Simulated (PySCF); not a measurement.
Tc²⁸⁺: ionisation energy

Tc²⁸⁺ [Ne] 3s2 3p3 (4S) → Tc²⁹⁺ [Ne] 3s2 3p2 (3P), as a difference of total energies. Computed with PySCF 2.14 in an even-tempered Gaussian basis (18 s from 3.9 bohr⁻², ratio 2.5; 12 p from 5 bohr⁻², ratio 2.5; 5 d from 22 bohr⁻², ratio 2.7; 4 f from 32 bohr⁻², ratio 2.7), with the spin-free X2C one-electron Hamiltonian (Gaussian nucleus). Correlated levels: outer shells: 1s2 frozen; virtual orbitals above 40 to 60 times the deepest correlated orbital energy dropped. The calculations carry no spin-orbit coupling.

```
                method  ionisation energy (eV)
                   UHF                  1561.1
                   LDA                  1561.7
                   PBE                  1561.9
                  PBE0                  1562.1
                r2SCAN                  1562.7
                  BP86                  1562.1
                PBEsol                  1561.6
    MP2 (outer shells)                  1561.5
SCS-MP2 (outer shells)                  1561.3
```

Spin-orbit coupling is strong in these open shells (close to jj coupling). The scalar numbers leave it out and a first-order estimate fails, so it can dominate the gap to the real levels.

Breit and QED terms and the two-electron picture change are absent.

For comparison: 1559 ± 6 eV (semi-empirical (NIST evaluation); NIST Atomic Spectra Database, ionization energies).
